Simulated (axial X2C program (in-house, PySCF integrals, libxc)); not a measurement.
**Which molecule has these constants?**

All values come from calculations with an in-house all-electron X2C program for linear molecules (integrals from PySCF), spin-free (one-electron X2C) or two-component (2c: spin–orbit coupling with atomic mean-field Coulomb and Gaunt terms, which also bring small scalar terms), in Dyall basis sets with cores contracted in-house; open shells are unrestricted.

A two-component PBE0 calculation in a Dyall 3-zeta basis gave Re = 1.856 Å, ωe = 707.4 cm⁻¹, De = 3.76 eV, Ω = 1/2.

Question: Which molecule is it?
A. BeO⁻
B. SrO⁻
C. CaO⁻

Answer: C. The others have SrO⁻ 1.952 Å and 630.4 cm⁻¹ (Ω = 1/2); BeO⁻ 1.359 Å and 1419.9 cm⁻¹ (Ω = 1/2).

Each entry is the lowest single determinant of a limited PBE0 search at one distance. De goes to single-determinant-based atoms at the same level (for ions the charge split of lowest energy) and is withheld (n/a) where an atom does not fit its ground term or J level. Main or longest-lived isotopes. Some light 2c atoms are not at their ground J level, so De misses part of their lowering (0.04 eV or less). The functionals have no current term, which raises determinants with orbital currents.
